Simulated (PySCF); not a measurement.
Löwdin shares of the frontier orbitals

C6H6O2Si.
Geometry (GFN2-xTB, Å), atoms numbered from 1 in this order:
```
atom  x, y, z in Å
C1     3.9104    0.2862   -1.5532
C2     2.8163    0.0857   -1.0995
C3     1.5342   -0.1476   -0.5751
C4     0.5489    0.7355   -0.2173
C5    -0.5466   -0.0383    0.2456
Si6   -2.1837    0.5864    0.8825
O7    -3.0847   -0.7660    0.9650
C8    -0.1299   -1.3349    0.1298
O9     1.1127   -1.4195   -0.3597
H10    4.8647    0.4702   -1.9470
H11    0.5982    1.8036   -0.2800
H12   -2.7794    1.5519   -0.0457
H13   -2.0427    1.1945    2.2101
H14   -3.9905   -0.7475    1.2588
H15   -0.6323   -2.2522    0.3640
```

Computed, not measured: TDDFT B3LYP/def2-SVPD, vertical, gas phase, core orbitals frozen in the response (PySCF).

Frontier orbitals with the atoms that hold most of them (Löwdin shares over 4%, at most four atoms; ? is withheld):

```csv
orbital,ε (eV),atoms
HOMO-3,-8.77,"O7 44%, Si6 17%, H13 10%, H12 10%"
HOMO-2,-8.13,"C2 41%, C1 41%, C3 5%, H10 4%"
HOMO-1,-8.00,?
HOMO,?,?
LUMO,-1.05,"C1 16%, C8 15%, C4 14%, C3 14%"
LUMO+1,-0.41,"O7 28%, Si6 28%, H14 14%, H12 8%"
LUMO+2,0.32,"C1 32%, C2 28%, H10 9%, C3 9%"
```

(1) Give the leading atoms of the HOMO.

(2) Give the leading atoms of the HOMO-1.

(3) What is the HOMO energy, and the HOMO–LUMO gap?

Results:

(1) C8 (bonded to C, O and H) 20%; C3 (bonded to 2 C and O) 18%; C1 (bonded to C and H) 18%; C4 (bonded to 2 C and H) 12%.

(2) C5 (bonded to 2 C and Si) 24%; C4 (bonded to 2 C and H) 20%; O9 (bonded to 2 C) 16%; Si6 (bonded to C, O and 2 H) 9%. By element: carbon 44% or more, oxygen 16% or more, silicon 9%.

(3) ε(HOMO) = -6.30 eV; the gap is 5.24 eV (0.1926 hartree).

Problem. The HOMO–LUMO gap is 5.24 eV. Where does the response calculation put the lowest singlet, and from which orbitals?

Solution. S1 is at 5.03 eV (f = 0.374), 0.21 eV below the gap, made of HOMO→LUMO (92%). 

Problem. One configuration dominates each of S1, S2 and S4. Which, and how do the shares of the two leading atoms of either orbital change from the occupied to the empty one?

Solution. 
- S1 (5.03 eV, f 0.374), HOMO→LUMO (92%): C8 20% → 15%, C3 18% → 14%, C1 18% → 16%
- S2 (5.25 eV, f 0.030), HOMO→LUMO+1 (92%): C8 20% → at most 9%, C3 18% → at most 9%, O7 at most 12% → 28%, Si6 at most 12% → 28%
- S4 (5.75 eV, f 0.0000), HOMO-2→LUMO (96%): C2 41% → at most 14%, C1 41% → 16%, C8 at most 4% → 15%

Löwdin shares depend on the basis, the more so with diffuse functions.

One conformer stands for the species.
